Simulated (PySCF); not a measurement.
PySCF 2.14 output of an unrestricted r2SCAN calculation on a single atom or ion in cc-pVDZ-PP with ECP60MDF (4s4p3d1f, 38 functions), with scalar relativity through the core potential:

```
SCF conv_tol = 1e-09
number electrons alpha = 10  beta = 8
    J. W. Furness, A. D. Kaplan, J. Ning, J. P. Perdew, and J. Sun.,  J. Phys. Chem. Lett. 11, 8208-8215 (2020)
    J. W. Furness, A. D. Kaplan, J. Ning, J. P. Perdew, and J. Sun.,  J. Phys. Chem. Lett. 11, 9248-9248 (2020)
    J. W. Furness, A. D. Kaplan, J. Ning, J. P. Perdew, and J. Sun.,  J. Phys. Chem. Lett. 11, 8208-8215 (2020)
    J. W. Furness, A. D. Kaplan, J. Ning, J. P. Perdew, and J. Sun.,  J. Phys. Chem. Lett. 11, 9248-9248 (2020)
cycle= 1 E= -119.413768152901  delta_E= -0.00894  |g|= 0.0377  |ddm|= 0.213
cycle= 2 E= -119.413322769629  delta_E= 0.000445  |g|= 0.0557  |ddm|= 0.0847
cycle= 3 E= -119.414486450674  delta_E= -0.00116  |g|= 0.00402  |ddm|= 0.0391
cycle= 4 E= -119.414522336251  delta_E= -3.59e-05  |g|= 0.00289  |ddm|= 0.0195
cycle= 5 E= -119.414624246746  delta_E= -0.000102  |g|= 0.00277  |ddm|= 0.0651
cycle= 6 E= -119.414718437172  delta_E= -9.42e-05  |g|= 0.0034  |ddm|= 0.0755
cycle= 7 E= -119.414687229415  delta_E= 3.12e-05  |g|= 0.00665  |ddm|= 0.0181
cycle= 8 E= -119.414743906088  delta_E= -5.67e-05  |g|= 0.00744  |ddm|= 0.167
cycle= 9 E= -119.41477933985  delta_E= -3.54e-05  |g|= 0.00283  |ddm|= 0.04
cycle= 10 E= -119.414782387793  delta_E= -3.05e-06  |g|= 0.000662  |ddm|= 0.00268
cycle= 11 E= -119.414783049041  delta_E= -6.61e-07  |g|= 2.38e-05  |ddm|= 0.00856
cycle= 12 E= -119.414783049171  delta_E= -1.3e-10  |g|= 1.3e-05  |ddm|= 3.45e-05
converged SCF energy = -119.414783049171  <S^2> = 2.0020093  2S+1 = 3.0013393
```

The run itself started from symmetry-adapted Hartree-Fock orbitals and held the occupation by maximum overlap, on a logarithmic radial grid, so the iterations belong to that start.

Question: Which element, charge and spin multiplicity is this?

Answer: Pt (platinum, neutral), multiplicity 3; the state was [Xe] 4f14 5d9 6s1, high-spin 3D determinant.

Energies and moments cover only the electrons outside the core potential. Spin-orbit coupling, absent here, splits the open shell strongly.
